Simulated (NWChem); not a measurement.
System: C3H5FSi; SMILES C(=C=CF)[SiH3]

NWChem input:

```
start job
memory heap 200 mb stack 900 mb global 1100 mb
geometry units angstroms noautosym nocenter noautoz
  F     -0.516899     2.699756     0.267529
  C      0.215842     1.822847    -0.463058
  C      0.508290     0.621025    -0.037947
  C      0.788798    -0.600316     0.343734
  Si    -0.326503    -2.070039    -0.031019
  H      0.528331     2.230080    -1.419582
  H      1.709311    -0.774591     0.909213
  H      0.421083    -3.087007    -0.819962
  H     -1.507509    -1.610944    -0.802359
  H     -0.771532    -2.710214     1.236261
end
basis spherical
  * library 6-31g*
end
dft
  xc b3lyp
  iterations 150
end
cosmo
  do_cosmo_smd true
  solvent toluene
end
task dft energy
```

Parts of the log:

```
             Northwest Computational Chemistry Package (NWChem) 7.3.0
             --------------------------------------------------------

                             Geometry "geometry" -> ""
                             -------------------------

 Output coordinates in angstroms (scale by  1.889725989 to convert to a.u.)

  No.       Tag          Charge          X              Y              Z
 ---- ---------------- ---------- -------------- -------------- --------------
    1 F                    9.0000    -0.51689900     2.69975600     0.26752900
    2 C                    6.0000     0.21584200     1.82284700    -0.46305800
    3 C                    6.0000     0.50829000     0.62102500    -0.03794700
    4 C                    6.0000     0.78879800    -0.60031600     0.34373400
    5 Si                  14.0000    -0.32650300    -2.07003900    -0.03101900
    6 H                    1.0000     0.52833100     2.23008000    -1.41958200
    7 H                    1.0000     1.70931100    -0.77459100     0.90921300
    8 H                    1.0000     0.42108300    -3.08700700    -0.81996200
    9 H                    1.0000    -1.50750900    -1.61094400    -0.80235900
   10 H                    1.0000    -0.77153200    -2.71021400     1.23626100

 Effective nuclear repulsion energy (a.u.)     188.5026401876

                                 NWChem DFT Module
                                 -----------------

 Summary of "ao basis" -> "ao basis" (spherical)
 ------------------------------------------------------------------------------
       Tag                 Description            Shells   Functions and Types
 ---------------- ------------------------------  ------  ---------------------
 F                           6-31g*                  6       14   3s2p1d
 C                           6-31g*                  6       14   3s2p1d
 Si                          6-31g*                  8       18   4s3p1d
 H                           6-31g*                  2        2   2s

 in cosmo_initialize ...
 calling solv_data for solv:toluene

 solvent parameters
 solvname_short: toluene
 solvname_long:  toluene
 dielec:        2.3741
 dielecinf:     2.2383
 nonaqueous SMD model solvent descriptors
 dielec:        2.3741
 sola:          0.0000
 solb:          0.1400
 solc:          0.8570
 solg:         40.2000
 solh:          0.0000
 soln:          1.4961

          ---------------
          -cosmo- solvent
          ---------------
 Cosmo: York-Karplus, doi: 10.1021/jp992097l
 dielectric constant -eps-     =   2.37
 screen = (eps-1)/(eps    )    =   0.57879
 surface charge correction     = lagrangian

   van der Waals surface
 --------------------------

[...]

                                COSMO-SMD solvation results
                                ---------------------------

             internal energy in gas <Psi(g)|H|Psi(g)> =      -506.573145051110
         internal energy in solvent <Psi(s)|H|Psi(s)> =      -506.572937470629
                               delta internal energy  =         0.000207580481 (    0.13 kcal/mol)
   total free energy in solvent <Psi(s)|H+V/2|Psi(s)> =      -506.575480339639
 polarization energy contribution <Psi(s)|V/2|Psi(s)> =        -0.002542869010 (   -1.60 kcal/mol)
    total free energy in solvent including G(SMD-CDS) =      -506.575727677392
                       G(SMD-CDS) energy contribution =        -0.000247337753 (   -0.16 kcal/mol)
     1 M fixed-concentration free energy of solvation =        -0.002582626282 (   -1.62 kcal/mol)

                       DFT Final Molecular Orbital Analysis
                       ------------------------------------

 Vector   21  Occ=2.000000D+00  E=-3.507490D-01
              MO Center= -8.0D-01, -1.9D+00, -3.3D-01, r^2= 2.3D+00
   Bfn.  Coefficient  Atom+Function         Bfn.  Coefficient  Atom+Function
  ----- ------------  ---------------      ----- ------------  ---------------
    82      0.314840   9 H  s                81      0.289709   9 H  s
    63     -0.280439   5 Si px               64      0.205767   5 Si py
    65     -0.202258   5 Si pz               84     -0.138271  10 H  s
    80     -0.136988   8 H  s                83     -0.127922  10 H  s
    79     -0.126214   8 H  s                59      0.116813   5 Si px

 Vector   22  Occ=2.000000D+00  E=-2.895149D-01
              MO Center=  5.0D-01, -2.2D-01,  1.1D-01, r^2= 2.9D+00
   Bfn.  Coefficient  Atom+Function         Bfn.  Coefficient  Atom+Function
  ----- ------------  ---------------      ----- ------------  ---------------
    33      0.326022   3 C  pz               47      0.321225   4 C  pz
    51      0.221503   4 C  pz               45     -0.187416   4 C  px
    37      0.185092   3 C  pz               31     -0.182623   3 C  px
    80      0.161731   8 H  s                84     -0.160611  10 H  s
    49     -0.133346   4 C  px               35     -0.121196   3 C  px

 Vector   23  Occ=2.000000D+00  E=-2.477893D-01
              MO Center=  2.9D-01,  1.0D+00, -1.0D-01, r^2= 2.9D+00
   Bfn.  Coefficient  Atom+Function         Bfn.  Coefficient  Atom+Function
  ----- ------------  ---------------      ----- ------------  ---------------
    17      0.324615   2 C  px               31      0.293376   3 C  px
     3     -0.230541   1 F  px               35      0.210325   3 C  px
    21      0.199219   2 C  px                7     -0.184973   1 F  px
    19      0.164257   2 C  pz               64      0.152509   5 Si py
    33      0.145070   3 C  pz               78     -0.141216   7 H  s

 Vector   24  Occ=0.000000D+00  E=-3.087548D-02
              MO Center=  4.5D-01,  1.3D-01,  4.6D-02, r^2= 3.3D+00
   Bfn.  Coefficient  Atom+Function         Bfn.  Coefficient  Atom+Function
  ----- ------------  ---------------      ----- ------------  ---------------
    51      0.394341   4 C  pz               33     -0.348634   3 C  pz
    37     -0.313561   3 C  pz               47      0.303873   4 C  pz
    84     -0.261117  10 H  s                80      0.253625   8 H  s
    35      0.240005   3 C  px               76     -0.221332   6 H  s
    49     -0.215932   4 C  px               36     -0.212436   3 C  py

 Vector   25  Occ=0.000000D+00  E= 1.787824D-02
              MO Center=  1.7D-01,  3.3D-02, -1.2D-01, r^2= 5.6D+00
   Bfn.  Coefficient  Atom+Function         Bfn.  Coefficient  Atom+Function
  ----- ------------  ---------------      ----- ------------  ---------------
    68      0.470256   5 Si py               67      0.412642   5 Si px
    21     -0.401631   2 C  px               78     -0.380645   7 H  s
    35      0.354892   3 C  px               17     -0.330277   2 C  px
    31      0.315882   3 C  px               62      0.269148   5 Si s
    48     -0.213820   4 C  s                36      0.203093   3 C  py

 Vector   26  Occ=0.000000D+00  E= 3.941431D-02
              MO Center= -1.2D-01, -1.5D+00, -1.3D-02, r^2= 5.9D+00
   Bfn.  Coefficient  Atom+Function         Bfn.  Coefficient  Atom+Function
  ----- ------------  ---------------      ----- ------------  ---------------
    68      0.924459   5 Si py               48     -0.837092   4 C  s
    67      0.637065   5 Si px               50      0.481225   4 C  py
    78      0.461814   7 H  s                80      0.314411   8 H  s
    84      0.299113  10 H  s                66      0.296158   5 Si s
    20     -0.251047   2 C  s                62     -0.217465   5 Si s

     Multipole analysis of the density
     ---------------------------------

     L   x y z        total         alpha         beta         nuclear
     -   - - -        -----         -----         ----         -------
     0   0 0 0     -0.000000    -23.000000    -23.000000     46.000000

     1   1 0 0      0.453779      0.005668      0.005668      0.442443
     1   0 1 0     -0.393460     -0.599164     -0.599164      0.804868
     1   0 0 1     -0.257151     -0.254658     -0.254658      0.252165

     2   2 0 0    -27.037544    -41.562423    -41.562423     56.087302
     2   1 1 0      0.751395     -2.106280     -2.106280      4.963956
     2   1 0 1      0.427643     -0.720409     -0.720409      1.868461
     2   0 2 0    -29.013483   -327.055572   -327.055572    625.097662
     2   0 1 1     -2.340185      3.189242      3.189242     -8.718670
     2   0 0 2    -26.739546    -28.275487    -28.275487     29.811427
```

Level: B3LYP/6-31G* (spherical d), SMD on the gas-phase geometry. Coordinates come from a B3LYP/6-31G* (spherical d) optimisation. Solvent: toluene.
